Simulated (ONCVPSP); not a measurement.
# Logarithmic derivatives: zinc (Zn), ONCV

zinc (Zn), optimised norm-conserving Vanderbilt (ONCV), made with ONCVPSP 4.0.1 (LDA (Perdew-Zunger), scalar-relativistic). Core [Ne], reference 3s2 3p6 3d10 4s2. Waves: 3s+4s: rc 1.00 bohr, ncon 4, nbas 8, qcut 11.9 1/bohr, 2 projectors; 3p: rc 0.80 bohr, ncon 4, nbas 9, qcut 16.4 1/bohr, 2 projectors, debl 0.6 Ha; 3d: rc 0.85 bohr, ncon 4, nbas 8, qcut 18.2 1/bohr, 2 projectors, debl 2.6 Ha. Local part: polynomial inside 0.75 bohr (lpopt 5, dvloc0 -1 Ha). Core correction: none.

In the p channel the program set the typed energies aside and used -3.060, 0.250 Ha.

The phase is arctan(r·R′/R) of the radial function R(r), unwrapped; energies in Ha, scanned from -6 to 5 Ha. A pole is an energy at which the radial function vanishes at the test radius. The pseudo phase is shifted by a multiple of π to meet the all-electron one at the reference energy, and phase errors are pseudo minus all-electron; the curves can meet again beyond the range given. Levels narrower than the energy grid can be missing from the lists of poles.

```json
{"channel": "s", "radius (bohr)": "1.02", "reference energy (Ha)": "-0.23", "poles, all-electron": "-3.01", "poles, pseudo": "-3.01", "unbroken range about the reference energy with phases within 0.05 rad": "the whole range", "phase error 1 Ha above the reference energy (rad)": "+0.000"}
{"channel": "p", "radius (bohr)": "0.81", "reference energy (Ha)": "-3.06", "poles, all-electron": "2.37", "poles, pseudo": "2.37", "unbroken range about the reference energy with phases within 0.05 rad": "the whole range", "phase error 1 Ha above the reference energy (rad)": "+0.000"}
{"channel": "d", "radius (bohr)": "0.87", "reference energy (Ha)": "-0.38", "poles, all-electron": "2.98", "poles, pseudo": "2.98", "unbroken range about the reference energy with phases within 0.05 rad": "the whole range", "phase error 1 Ha above the reference energy (rad)": "-0.000"}
```

Phases in the p channel:

| E (Ha) | all-electron | pseudo |
| --- | --- | --- |
| -5.96 | -0.134 | -0.134 |
| -5.68 | -0.268 | -0.268 |
| -5.40 | -0.399 | -0.399 |
| -5.12 | -0.523 | -0.523 |
| -4.84 | -0.637 | -0.637 |
| -4.56 | -0.741 | -0.741 |
| -4.28 | -0.833 | -0.833 |
| -4.00 | -0.915 | -0.915 |
| -3.72 | -0.987 | -0.987 |
| -3.44 | -1.050 | -1.050 |
| -3.16 | -1.106 | -1.106 |
| -2.88 | -1.155 | -1.155 |
| -2.60 | -1.199 | -1.199 |
| -2.32 | -1.238 | -1.238 |
| -2.04 | -1.273 | -1.273 |
| -1.76 | -1.305 | -1.305 |
| -1.48 | -1.333 | -1.333 |
| -1.20 | -1.360 | -1.360 |
| -0.92 | -1.383 | -1.383 |
| -0.64 | -1.405 | -1.405 |
| -0.36 | -1.426 | -1.426 |
| -0.08 | -1.445 | -1.445 |
| 0.20 | -1.462 | -1.462 |
| 0.48 | -1.479 | -1.479 |
| 0.76 | -1.495 | -1.495 |
| 1.04 | -1.509 | -1.509 |
| 1.32 | -1.523 | -1.523 |
| 1.60 | -1.537 | -1.537 |
| 1.88 | -1.550 | -1.550 |
| 2.16 | -1.562 | -1.562 |
| 2.44 | -1.574 | -1.574 |
| 2.72 | -1.585 | -1.585 |
| 3.00 | -1.596 | -1.596 |
| 3.28 | -1.607 | -1.607 |
| 3.56 | -1.618 | -1.618 |
| 3.84 | -1.628 | -1.628 |
| 4.12 | -1.639 | -1.639 |
| 4.40 | -1.649 | -1.649 |
| 4.68 | -1.659 | -1.659 |
| 4.96 | -1.669 | -1.669 |
